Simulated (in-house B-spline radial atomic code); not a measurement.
**Removing one electron from Ce⁴⁺**

Closed shell [Kr] 4d10 5s2 5p6. Computed with a B-spline radial code for spherical atoms: Koopmans values of Dirac-Hartree-Fock plus a diagonal self-energy, in second order or with its direct term screened (direct RPA, with the hole-particle interaction, or full time-dependent Hartree-Fock), linearised in energy; no-pair Dirac-Coulomb Hamiltonian, finite nucleus. Shifts add to the Koopmans value (the ΔSCF shift is orbital relaxation alone); the final value takes TDHF screening with Breit and QED.

Command:
```bash
python run_mb.py task.json out
```
Settings (nuclear radius in fm, box in bohr, cutoff in hartree):
```
basis_form          2
Z                   58
core_configuration  [Kr] 4d10 5s2 5p6
rms_radius          4.8771
mass_number         140
speed_of_light      137.036
box_radius          12.128
lmax                7
intervals           62
virtual_cutoff      13456.0
```

Cost of the run: 72 s on 1 thread of Arm Neoverse V1, with other jobs on the host.

Energies in eV:

```csv
subshell,Koopmans,ΔSCF shift,second order,direct RPA,hole-particle,TDHF,Breit + QED,final
5p3/2,65.14,-0.546,?,?,?,?,?,?
5p1/2,68.56,-0.610,0.725,0.700,0.451,0.488,-0.062,68.98
```

What does the self-energy do to 5p3/2?

It shifts the removal energy by 0.818 eV in second order, 0.699 with direct RPA, 0.558 with the hole-particle term and 0.607 with TDHF screening (quasi-particle weight 0.959); Breit and QED add -0.024 eV. The final value is 65.73 eV, against 65.55 ± 0.25 eV (NIST, semi-empirical).
